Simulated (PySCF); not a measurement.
BH3N, SMILES [BH]N, multiplicity 2. Atoms are numbered in the order given.

```xyz
5

B      0.2179     0.8296     0.0000
N     -0.0294    -0.5250     0.0000
H     -0.6245     1.6772     0.0000
H     -0.9582    -0.9287     0.0000
H      0.6993    -1.2215     0.0000
```
Charge 0, spin multiplicity 2.

Geometry optimised at r2SCAN-D4/def2-TZVP. The isomer is the one that the SMILES or the coordinates give; other isomers of the formula were not compared.

Computed with B3LYP/def2-TZVPD (PySCF).

Mulliken values depend strongly on the basis, most of all with diffuse functions as here. ESP charges are fitted to the potential on shells at 1.4 to 2.0 van der Waals radii. Atomic charges (e):

| atom | ESP fit | meta-Löwdin | Mulliken | Mulliken spin |
|---|---|---|---|---|
| B1 | -0.16 | [?] | -0.16 | 0.87 |
| N2 | -0.48 | [?] | -0.21 | 0.02 |
| H3 | 0.05 | [?] | -0.04 | 0.06 |
| H4 | 0.30 | [?] | 0.21 | 0.05 |
| H5 | 0.29 | [?] | 0.20 | 0.01 |

Q: Complete the blanks. (An estimate is asked for; the answer gives what the named calculation found.)

A: 
- B1, meta-Löwdin: -0.07
- N2, meta-Löwdin: -0.42
- H3, meta-Löwdin: 0.01
- H4, meta-Löwdin: 0.24
- H5, meta-Löwdin: 0.25
